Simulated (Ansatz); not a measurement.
`CC[Te][SiH3]` → `CC[TeH]` + `[SiH2]`  (silylene loss)

Calculated with Ansatz (gas phase, PBE0-D4/def2-TZVP geometries, no zero-point term in ΔE). CCSD(T)/CBS adds triple-zeta CCSD(T) − MP2 to the extrapolated MP2 energy (def2 sets, frozen cores). This one scheme is used for every species. DFT in def2-TZVPP. HSE06 is defined as in plane-wave codes. Elements past krypton have def2 core potentials. For Te outer-core shells are correlated without core-valence functions, which leaves a few kJ/mol of doubt a bond. One conformer a species, not always the lowest.

Q: Is it downhill or uphill in electronic energy at CCSD(T)/CBS, and by how much? (An estimate is asked.)

A: The calculation gave: Uphill: ΔE = +296.7 kJ/mol.

Q: What do these levels give: LDA (SPW92), PBE-D4, B97M-V, r2SCANh-D4, HSE06-D4, ωB97X-V, revPBE, r2SCAN, BHLYP, LC-ωPBE, CCSD(T)/def2-TZVPP, MP2/def2-QZVPP? (An estimate is asked.)

A: The calculation gave: LDA (SPW92) 322.1, PBE-D4 301.4, B97M-V 283.5, r2SCANh-D4 316.9, HSE06-D4 309.9, ωB97X-V 301.8, revPBE 278.1, r2SCAN 313.6, BHLYP 285.6, LC-ωPBE 308.5, CCSD(T)/def2-TZVPP 284.6, MP2/def2-QZVPP 318.5 kJ/mol.

Largest T1 diagnostic among the species: 0.014.

At CCSD(T), def2-SVP lies −23.4 kJ/mol from the extrapolated value and def2-TZVPP −12.1 kJ/mol. In def2-TZVPP, CCSD(T) changes the Hartree–Fock value by +13.2 kJ/mol (the triples alone add +5.7 kJ/mol) and MP2 by +40.0 kJ/mol.
